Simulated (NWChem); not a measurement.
System: C$_{2}$H$_{5}$ClTe; SMILES Cl[Te]CC

Excerpt of the output:

```
             Northwest Computational Chemistry Package (NWChem) 7.3.0
             --------------------------------------------------------

                             Geometry "geometry" -> ""
                             -------------------------

 Output coordinates in angstroms (scale by  1.889725989 to convert to a.u.)

  No.       Tag          Charge          X              Y              Z
 ---- ---------------- ---------- -------------- -------------- --------------
    1 Te                  52.0000    -0.71287700     0.16280900    -0.00017700
    2 Cl                  17.0000     1.28153300     1.46574400     0.02253800
    3 C                    6.0000     0.28926300    -1.66091100     0.58510100
    4 C                    6.0000     1.32949800    -2.14211000    -0.40237600
    5 H                    1.0000    -0.54045600    -2.37678600     0.71328600
    6 H                    1.0000     0.71314000    -1.46295600     1.57994700
    7 H                    1.0000     2.11411200    -1.38381200    -0.54292700
    8 H                    1.0000     0.88818900    -2.36006800    -1.38611400
    9 H                    1.0000     1.81133000    -3.06152800    -0.03032200

 Effective nuclear repulsion energy (a.u.)     449.7270327228

                                 NWChem DFT Module
                                 -----------------

 Summary of "ao basis" -> "ao basis" (spherical)
 ------------------------------------------------------------------------------
       Tag                 Description            Shells   Functions and Types
 ---------------- ------------------------------  ------  ---------------------
 Te                        def2-svpd                13       35   5s5p3d
 Cl                        def2-svpd                11       27   5s4p2d
 C                         def2-svpd                 8       20   4s2p2d
 H                         def2-svpd                 4        8   2s2p

            General Information
            -------------------
          SCF calculation type: DFT
          Wavefunction type:  closed shell.
          No. of atoms     :     9
          No. of electrons :    58
           Alpha electrons :    29
            Beta electrons :    29
          Charge           :     0
          Spin multiplicity:     1
          Use of symmetry is: off; symmetry adaption is: off
          Maximum number of iterations: 150
          AO basis - number of functions:   142
                     number of shells:    60
          Convergence on energy requested:  1.00D-06
          Convergence on density requested:  1.00D-05
          Convergence on gradient requested:  5.00D-04

              XC Information
              --------------
          PerdewBurkeErnzerhof Exchange Functional  1.000
            Perdew 1991 LDA Correlation Functional  1.000 local
           PerdewBurkeErnz. Correlation Functional  1.000 non-local

             Grid Information
             ----------------
          Grid used for XC integration:  medium
          Radial quadrature: Mura-Knowles
          Angular quadrature: Lebedev.
          Tag              B.-S. Rad. Rad. Pts. Rad. Cut. Ang. Pts.
          ---              ---------- --------- --------- ---------
          Te                  1.40      123          12.0       590
          Cl                  1.00       88          12.0       590
          C                   0.70       49          13.0       434
          H                   0.35       45          14.0       434
          Grid pruning is: on
          Number of quadrature shells:   534
          Spatial weights used:  Erf1

      Superposition of Atomic Density Guess
      -------------------------------------

 Sum of atomic energies:        -848.29773008

      Non-variational initial energy
      ------------------------------

 Total energy =    -805.624296
 1-e energy   =   -1703.518794
 2-e energy   =     647.435879
 HOMO         =      -0.222019
 LUMO         =      -0.081269

   convergence    iter        energy       DeltaE   RMS-Dens  Diis-err
 ---------------- ----- ----------------- --------- --------- ---------
 d= 0,ls=0.0,diis     1   -806.9048506152 -1.06D+03  1.17D-02  4.45D-01
 d= 0,ls=0.0,diis     2   -806.8739288136  3.09D-02  7.50D-03  4.56D-01
 d= 0,ls=0.0,diis     3   -806.9261966182 -5.23D-02  3.12D-03  1.55D-01
 d= 0,ls=0.0,diis     4   -806.9515864586 -2.54D-02  7.87D-04  8.57D-03
 d= 0,ls=0.0,diis     5   -806.9529113367 -1.32D-03  2.01D-04  3.87D-04
  Resetting Diis
 d= 0,ls=0.0,diis     6   -806.9529551889 -4.39D-05  8.37D-05  1.55D-04
 d= 0,ls=0.0,diis     7   -806.9529779516 -2.28D-05  7.01D-05  9.70D-06
 d= 0,ls=0.0,diis     8   -806.9529727911  5.16D-06  4.55D-05  3.96D-05
 d= 0,ls=0.0,diis     9   -806.9529795964 -6.81D-06  6.08D-06  3.62D-07
 d= 0,ls=0.0,diis    10   -806.9529796514 -5.49D-08  9.13D-07  1.19D-08

         Total DFT energy =     -806.952979651355
      One electron energy =    -1706.410086252430
           Coulomb energy =      710.359568771595
    Exchange-Corr. energy =      -61.361081633343
 Nuclear repulsion energy =      250.458619462823

 Numeric. integr. density =       58.000042561344

                       DFT Final Molecular Orbital Analysis
                       ------------------------------------

 Vector   27  Occ=2.000000D+00  E=-2.909074D-01
              MO Center=  1.0D+00,  1.2D+00,  2.1D-02, r^2= 2.2D+00
   Bfn.  Coefficient  Atom+Function         Bfn.  Coefficient  Atom+Function
  ----- ------------  ---------------      ----- ------------  ---------------
    49      0.513682  2 Cl pz                46      0.407543  2 Cl pz
    43      0.235659  2 Cl pz                14      0.172755  1 Te pz
    48      0.157254  2 Cl py                45      0.125391  2 Cl py
    47     -0.125113  2 Cl px                17      0.112225  1 Te pz
    44     -0.098520  2 Cl px                52      0.086807  2 Cl pz

 Vector   28  Occ=2.000000D+00  E=-2.640283D-01
              MO Center=  5.5D-01,  2.5D-01,  9.7D-02, r^2= 4.4D+00
   Bfn.  Coefficient  Atom+Function         Bfn.  Coefficient  Atom+Function
  ----- ------------  ---------------      ----- ------------  ---------------
    48      0.323181  2 Cl py                47     -0.270754  2 Cl px
    45      0.257992  2 Cl py                68      0.243359  3 C  py
    13     -0.213954  1 Te py                12      0.212288  1 Te px
    44     -0.206301  2 Cl px                65      0.181177  3 C  s
    71      0.155234  3 C  py                42      0.147872  2 Cl py

 Vector   29  Occ=2.000000D+00  E=-1.892395D-01
              MO Center= -4.6D-01,  2.4D-01,  1.2D-02, r^2= 3.2D+00
   Bfn.  Coefficient  Atom+Function         Bfn.  Coefficient  Atom+Function
  ----- ------------  ---------------      ----- ------------  ---------------
    14      0.559236  1 Te pz                17      0.463066  1 Te pz
    49     -0.242553  2 Cl pz                11     -0.214925  1 Te pz
    46     -0.188133  2 Cl pz                 8     -0.167291  1 Te pz
    13      0.128341  1 Te py                16      0.105388  1 Te py
    43     -0.105427  2 Cl pz                12     -0.091053  1 Te px

 Vector   30  Occ=0.000000D+00  E=-1.221844D-01
              MO Center= -3.2D-01,  3.8D-01,  6.4D-03, r^2= 4.3D+00
   Bfn.  Coefficient  Atom+Function         Bfn.  Coefficient  Atom+Function
  ----- ------------  ---------------      ----- ------------  ---------------
    12      0.414800  1 Te px                15      0.377213  1 Te px
    47      0.368158  2 Cl px                13      0.348987  1 Te py
    16      0.322521  1 Te py                44      0.252407  2 Cl px
     3      0.228534  1 Te s                 48      0.211797  2 Cl py
    39     -0.189340  2 Cl s                 38     -0.175690  2 Cl s

 Vector   31  Occ=0.000000D+00  E=-4.764582D-02
              MO Center= -5.3D-01, -1.6D-01,  1.1D-01, r^2= 5.9D+00
   Bfn.  Coefficient  Atom+Function         Bfn.  Coefficient  Atom+Function
  ----- ------------  ---------------      ----- ------------  ---------------
    16      0.400705  1 Te py                65      0.398693  3 C  s
    15     -0.355344  1 Te px                71      0.325942  3 C  py
     3     -0.309617  1 Te s                 19      0.307110  1 Te py
    68      0.298602  3 C  py                66     -0.262948  3 C  s
    64      0.256353  3 C  s                 13      0.253140  1 Te py

 Vector   32  Occ=0.000000D+00  E=-6.062324D-03
              MO Center= -3.5D-01, -1.3D+00,  2.5D-01, r^2= 1.1D+01
   Bfn.  Coefficient  Atom+Function         Bfn.  Coefficient  Atom+Function
  ----- ------------  ---------------      ----- ------------  ---------------
     5      1.654631  1 Te s                 86      1.413433  4 C  s
    85      1.012166  4 C  s                104     -0.678267  5 H  s
   128     -0.679481  8 H  s                120     -0.667420  7 H  s
   136     -0.592193  9 H  s                 65      0.582060  3 C  s
     4     -0.529868  1 Te s                112     -0.303265  6 H  s

     Multipole analysis of the density
     ---------------------------------

     L   x y z        total         alpha         beta         nuclear
     -   - - -        -----         -----         ----         -------
     0   0 0 0      0.000000    -29.000000    -29.000000     58.000000

     1   1 0 0     -0.367870    -18.491500    -18.491500     36.615130
     1   0 1 0     -0.974896      3.895027      3.895027     -8.764950
     1   0 0 1      0.112950     -1.652893     -1.652893      3.418737

     2   2 0 0    -38.664892   -127.470626   -127.470626    216.276360
     2   1 1 0     -0.859024      1.621791      1.621791     -4.102606
     2   1 0 1      0.460370      6.288240      6.288240    -12.116109
     2   0 2 0    -38.152243   -208.145731   -208.145731    378.139219
     2   0 1 1     -0.982222     -0.509757     -0.509757      0.037292
     2   0 0 2    -41.006234    -35.244729    -35.244729     29.483223

 *** CALLING NEW AORESP DRIVER FOR CLOSED AND OPEN SHELLS ***
 Entering AOResponse driver routine

--------------------------------------------------------------------------------

          -----------------------------------------------
          Solving response equations for perturbing field
          -----------------------------------------------

 number of frequencies:     1
 frequency in a.u.:  0.0000000E+00
 Perturbing field: electric
 Using El. Dipole Length Gauge

 Setting up CPKS with frequency omega =      0.00000000 a.u.

 STATIC response

                                NWChem CPHF Module
                                ------------------

  scftype          =     RHF
  nclosed          =       29
  nopen            =        0
  variables        =     3277
  # of vectors     =        3
  tolerance        = 0.10D-03
  level shift      = 0.00D+00
  max iterations   =       50
  max subspace     =       30

 SCF residual:    2.6521206069951273E-005

Iterative solution of linear equations
  No. of variables     3277
  No. of equations        3
  Maximum subspace       30
        Iterations       50
       Convergence  1.0D-04

   iter   nsub   residual    time
   ----  ------  --------  ---------
     1      3    1.05D+01      76.7
     2      6    2.77D+00      89.9
     3      9    3.68D-01     103.5
     4     12    9.61D-02     117.8
     5     15    2.01D-02     132.2
     6     18    2.97D-03     145.9
     7     21    3.41D-04     159.5
     8     24    3.08D-05     173.4

 Electric Dipole Response Matrix (nonzero elements):

              1        2        3
    1   87.1309  -0.2352  -1.0107
    2   -0.2353  95.7921  -0.6829
    3   -1.0107  -0.6828  70.5436

 ------------------------------------------
 average:        84.48887 + I       0.00000

 DFT Linear Response polarizability / au
 Frequency  =       0.0000000 / au
              X              Y              Z
 -----------------------------------------------
 X      87.1309021     -0.2351906     -1.0107202
 Y      -0.2352672     95.7921306     -0.6828791
 Z      -1.0107042     -0.6828394     70.5435861
 -----------------------------------------------
 Eigenvalues =      87.1879301     95.8155819     70.4631067
 Isotropic   =      84.4888729
 Anisotropic =      22.3260396
 -----------------------------------------------

 Magnetic Dipole Response Matrix (nonzero elements):

 Exiting AOResponse driver routine
```

Level: PBE/def2-SVPD with def2 effective core potentials on Te. Geometry: optimised at PBE0/def2-SVP. No frequency run checked for a minimum. def2 effective core potentials on Te; no spin-orbit coupling.

Problem. Which NWChem input produces such a log?

Solution. Several could match; the one computed here: the input that was run:
```
start job
memory heap 200 mb stack 900 mb global 1100 mb
geometry units angstroms noautosym nocenter noautoz
  Te    -0.712877     0.162809    -0.000177
  Cl     1.281533     1.465744     0.022538
  C      0.289263    -1.660911     0.585101
  C      1.329498    -2.142110    -0.402376
  H     -0.540456    -2.376786     0.713286
  H      0.713140    -1.462956     1.579947
  H      2.114112    -1.383812    -0.542927
  H      0.888189    -2.360068    -1.386114
  H      1.811330    -3.061528    -0.030322
end
basis spherical
  * library def2-svpd
end
ecp
  Te library def2-ecp
end
dft
  xc xpbe96 cpbe96
  iterations 150
end
property
  response 1 0.0
end
task dft property
```
